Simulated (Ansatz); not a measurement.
Cost and result for the atomization energy of `[SiH3][SiH]1C[SiH2]S1` (13 atoms, 13 bonds).

Z-matrix (Å, degrees):
```
Si
C 1 1.888
Si 1 2.704 2 44.0
Si 1 2.338 2 115.2 3 115.0
S 1 2.163 2 95.0 3 -0.8
H 1 1.490 2 113.0 3 -116.3
H 2 1.091 1 113.2 3 116.7
H 2 1.091 1 114.4 3 -117.4
H 3 1.486 1 125.1 2 89.7
H 3 1.486 1 126.4 2 -88.8
H 4 1.488 1 108.8 2 -45.2
H 4 1.487 1 110.2 2 -164.7
H 4 1.490 1 111.1 2 74.5
```

The species carries charge 0 and has multiplicity 1. The structure was optimised at the PBE0-D4/def2-TZVP level. Program: Ansatz. All runs use 4 threads of an Arm Neoverse V1 on a shared host. Times are those of one run each, without the atoms' runs, and a repeat can differ threefold. Electronic energies, without spin–orbit coupling; frozen cores. CCSD(T)/CBS adds CCSD(T) − MP2 in def2-TZVPP to the MP2 limit, and its time is that of the two runs behind it. T1 = 0.012. B3LYP takes the VWN-RPA correlation (the form of Gaussian; ORCA's B3LYP/G).

CCSD(T)/CBS is a level of theory with its own doubt, some kJ/mol a heavy atom from the limit and from the frozen cores, so smaller differences don't rank the functionals.

| level | functions | wall time | atomization (kcal/mol) | difference from CCSD(T)/CBS | per bond |
| --- | --- | --- | --- | --- | --- |
| PBE-D4/def2-TZVPP (with forces) | 311 | 4.2 s | 1023.1 | -1.2 | -0.1 |
| PBE0-D4/def2-TZVPP | 311 | 6.5 s | 1020.1 | -4.2 | -0.3 |
| r2SCAN-D4/def2-TZVPP (with forces) | 311 | 8.5 s | 1026.6 | 2.3 | 0.2 |
| B2PLYP/def2-TZVPP | 311 | 9.5 s | 1004.5 | -19.8 | -1.5 |
| B3LYP-D4/def2-TZVPP (with forces) | 311 | 10 s | 1018.7 | -5.6 | -0.4 |
| ωB97X-V/def2-TZVPP | 311 | 15 s | 1033.6 | 9.3 | 0.7 |
| ωB97M-V/def2-TZVPP (with forces) | 311 | 22 s | 1026.5 | 2.2 | 0.2 |
| MP2/def2-QZVPP | 577 | 41 s | 1015.7 | -8.6 | -0.7 |
| CCSD(T)/def2-TZVPP | 311 | 15 min | 995.6 | -28.7 | -2.2 |
| CCSD(T)/CBS(def2) | – | 16 min | 1024.3 | 0.0 | 0.0 |

From PBE to PBE0 (25 % exact exchange), in def2-TZVPP and without D4, the atomization energy moves by −1.6 kcal/mol: exact exchange takes away binding that semilocal exchange gives to molecules. The D4 term adds +15.7 kcal/mol with B3LYP and +8.3 kcal/mol with PBE0; it sums over pairs of atoms, weighted by their polarisabilities, and B3LYP, whose exchange is more repulsive, gets the larger term. In def2-TZVPP, CCSD(T) changes the Hartree–Fock value by +224.7 kcal/mol (the triples alone add +12.9 kcal/mol) and MP2 by +227.8 kcal/mol; breaking electron pairs costs correlation energy, which Hartree–Fock lacks.
